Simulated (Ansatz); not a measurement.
```xyz
2

Al    0.0000    0.0000    0.0000
P     0.0000    0.0000    2.0800
```

Basis set: cc-pVDZ (spherical functions). Correlated methods keep 10 orbitals frozen. Charge 0, multiplicity 1.

Computed with Ansatz (development build ahead of 0.2.0); the reference of a correlated method needn't be the lowest determinant of its kind. Restricted open shells among the atoms or ions are ROHF, correlated in semicanonical orbitals with singles.

**Question.** Give the atomization energy at this shape (free ground-state atoms in the same class of orbitals less the molecule, no zero-point energy) of singlet AlP by RHF-CCSD(T), RHF-CCSD.

**Answer.**

| method | atomization energy |
| --- | --- |
| RHF-CCSD(T) | 0.87 eV |
| RHF-CCSD | 0.52 eV |

Caution: large amplitudes, a single reference is doubtful; no unrestricted run beside it, a lower state can exist; the reference determinant was not shown to be the lowest.
